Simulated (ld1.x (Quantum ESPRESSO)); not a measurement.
**rubidium (Rb), TM semilocal: configuration errors across variants**

* Element: rubidium (Rb)
* Generator: ld1.x (Quantum ESPRESSO) 7.5
* Type: norm-conserving Troullier–Martins (semilocal form)
* Functional: LDA (PZ)
* Relativity: scalar-relativistic
* Frozen core: [Kr]
* Valence charge: 1
* Reference configuration: 4d1 5s0 5p0
* Partial waves: 5s (bound, empty): rc 3.25 bohr; 4d (bound): rc 4.20 bohr; 5p (bound, empty): rc 4.00 bohr
* Local potential: the p channel
* Core correction: Bessel-smoothed model core, default radius (core density twice the valence density)

All-electron excitation energies from the reference (eV): (1) 4d0 5s1 5p0 -2.316; (2) 4d0 5s0.5 5p0 -0.657; (3) 4d0 5s0 5p1 -0.696; (4) 4d0.5 5s0.5 5p0 -1.159; (5) 4d1 5s0 5p0 spin -0.064; (6) 4d0 5s1 5p0 spin -2.442.

Spin tests fill each open shell by Hund’s rule, majority spin first.

In the semilocal form every listed channel keeps its own potential, so the choice of the local channel does not act on these tests. It acts once the file is put into the separable form.

A semilocal file is local in each channel, so a ghost entry of none says nothing of the separable form that plane-wave codes build from it.

The default core radius of the base comes out at 3.63 bohr.

3 further variants failed, have other tests or another functional or relativity, and are left out.

Errors AE − PS in meV (a dash: test not solved or not reliable):

| change | (1) | (2) | (3) | (4) | (5) | (6) | bound ghosts |
| --- | --- | --- | --- | --- | --- | --- | --- |
| base | -2.9 | +2.1 | -2.2 | -0.4 | +1.1 | -2.6 | none |
| form changed from semilocal to separable (Kleinman–Bylander), still TM; local potential the s channel | -1.2 | +0.8 | -2.4 | 0.0 | +1.4 | -0.8 | none |
| all radii but the core radius scaled by about 1.22 (s 3.96, p 4.86, d 5.12 bohr) | -6.0 | +2.9 | +0.5 | -1.2 | +2.1 | -5.7 | none |
| core correction none | +42 | +23 | +50 | +12 | +40 | +92 | none |
| wave 4d (bound): rc 4.20 bohr becomes 4d (bound): rc 2.78 bohr | -3.2 | +0.8 | -4.6 | -0.5 | +0.7 | -2.8 | none |

(1) Give the same row for: wave 5p (bound): rc 4.00 bohr becomes 5p (bound): rc 5.44 bohr.

Results:

(1) -2.9, +2.1, -3.6, -0.4, +1.1, -2.6; bound ghosts: none.
